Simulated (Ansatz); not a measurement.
Molecule: trifluoro(hydroxy)silane, sum formula HSiOF₃, charge 0, multiplicity 1. 
Coordinates optimised at B3LYP-D3(BJ)/def2-TZVP (Ansatz, a program for electronic structure):
```xyz
6

Si    -0.0003    -0.0045    -0.0066
F     -0.1567    -0.5395     1.4695
F     -0.3876     1.5248     0.0197
F     -1.0165    -0.7661    -0.9306
O      1.4752    -0.2538    -0.5959
H      2.2492     0.1203    -0.1688
```
Charge 0, spin multiplicity 1.

Quantity: atomisation energy (electronic, to ground-state atoms), in kcal/mol. Correlated levels leave the core frozen unless marked. Open shells are spin-unrestricted. No spin-orbit coupling. Non-relativistic. The coupled-cluster limit lacks core correlation, which all-electron functionals hold. CBS marks a two-point X^-3 extrapolation of the correlation energy; Hartree-Fock from the larger set.

| level | program | atomisation energy (kcal/mol) |
|---|---|---|
| HF/aug-cc-pV(D+d)Z | Ansatz | 455.4 |

### Question
What does CCSD(T)/CBS(cc-pV(T+d)Z,cc-pV(Q+d)Z) (Ansatz) give?

### Answer
659.7 kcal/mol
